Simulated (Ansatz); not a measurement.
Geometry optimisation, UKS PBE0-D4/def2-SVP in Ansatz 0.2.0.

input.yaml

```yaml
crystal:
  periodic: [false, false, false]
  atoms:
    - { symbol: Ga, position_ang: [0.0, 0.0, 0.0] }
    - { symbol: H, position_ang: [0.0, 0.0, 1.82] }
    - { symbol: "N", position_ang: [1.6714, 0.0, -0.965] }
    - { symbol: H, position_ang: [2.138, -0.9179, -1.2168] }
    - { symbol: H, position_ang: [2.1227, 0.9179, -1.2432] }
    - { symbol: C, position_ang: [-1.7147, 0.0, -0.99] }
    - { symbol: H, position_ang: [-2.2748, -0.9305, -0.7608] }
    - { symbol: H, position_ang: [-2.3188, 0.8797, -0.6846] }
    - { symbol: H, position_ang: [-1.513, 0.0508, -2.0803] }
    - { symbol: H, position_ang: [0.0, 0.0, 2.78] }
magnetization:
  spin_polarized: true
  initial_magnetization: 1
basis:
  gaussian: { orbitals: def2-SVP }
hamiltonian:
  xc: pbe0
  dispersion: d4
relax:
  f_tol: 0.15
  max_steps: 25
  restrain:
    - { distance: [1, 9], at: 0.66, k: 30.0 }
    - { distance: [0, 1], at: 2.77, k: 30.0 }
```

Launched with:

```bash
$ ansatz run input.yaml --threads 4 --pin off --max-ram 5120MiB --backend cpu --events-out ev --progress --plain --runs-dir out
```

**Question.** Where does it end, and by what steps?

**Answer.** The forces met the threshold. The restraints hold the end off the free minimum. After 16 steps the energy has fallen by 1.164 eV (the restraints' own energy left out); Ga1 moved furthest, 0.97 Å. Joined: H2–H10 (0.96 → 0.72 Å).

```json
{"step": "0", "energy less start (eV)": "0.0000", "largest force component (eV/Å)": "1.982", "accepted": "yes"}
{"step": "1", "energy less start (eV)": "-0.3220", "largest force component (eV/Å)": "1.646", "accepted": "yes"}
{"step": "2", "energy less start (eV)": "-0.0658", "largest force component (eV/Å)": "5.036", "accepted": "yes"}
{"step": "3", "energy less start (eV)": "-0.4956", "largest force component (eV/Å)": "1.948", "accepted": "yes"}
{"step": "4", "energy less start (eV)": "-0.7821", "largest force component (eV/Å)": "1.837", "accepted": "yes"}
{"step": "5", "energy less start (eV)": "-0.8678", "largest force component (eV/Å)": "1.590", "accepted": "yes"}
{"step": "6", "energy less start (eV)": "-0.9606", "largest force component (eV/Å)": "0.772", "accepted": "no"}
{"step": "7", "energy less start (eV)": "-0.9100", "largest force component (eV/Å)": "1.701", "accepted": "yes"}
{"step": "8", "energy less start (eV)": "-0.9620", "largest force component (eV/Å)": "1.553", "accepted": "yes"}
{"step": "9", "energy less start (eV)": "-1.0285", "largest force component (eV/Å)": "1.388", "accepted": "yes"}
{"step": "10", "energy less start (eV)": "-1.1034", "largest force component (eV/Å)": "1.479", "accepted": "yes"}
{"step": "11", "energy less start (eV)": "-1.1418", "largest force component (eV/Å)": "1.561", "accepted": "yes"}
{"step": "12", "energy less start (eV)": "-1.1417", "largest force component (eV/Å)": "1.436", "accepted": "no"}
{"step": "13", "energy less start (eV)": "-1.1644", "largest force component (eV/Å)": "1.210", "accepted": "yes"}
{"step": "14", "energy less start (eV)": "-1.1579", "largest force component (eV/Å)": "1.322", "accepted": "yes"}
{"step": "15", "energy less start (eV)": "-1.1734", "largest force component (eV/Å)": "1.137", "accepted": "yes"}
{"step": "16", "energy less start (eV)": "-1.1644", "largest force component (eV/Å)": "1.390", "accepted": "yes"}
```

```xyz
10
Properties=species:S:1:pos:R:3
Ga 0.096 -0.864 -0.439
H -0.152 -0.176 2.234
N 1.624 -0.095 -1.087
H 2.561 -0.410 -0.865
H 1.640 0.721 -1.690
C -1.631 -0.017 -0.973
H -2.453 -0.746 -0.980
H -1.876 0.782 -0.256
H -1.517 0.426 -1.974
H -0.182 0.380 2.690
```

Time of the run: 40 s on 4 threads of Arm Neoverse V1, with other jobs on the host, peak memory 0.28 GiB.
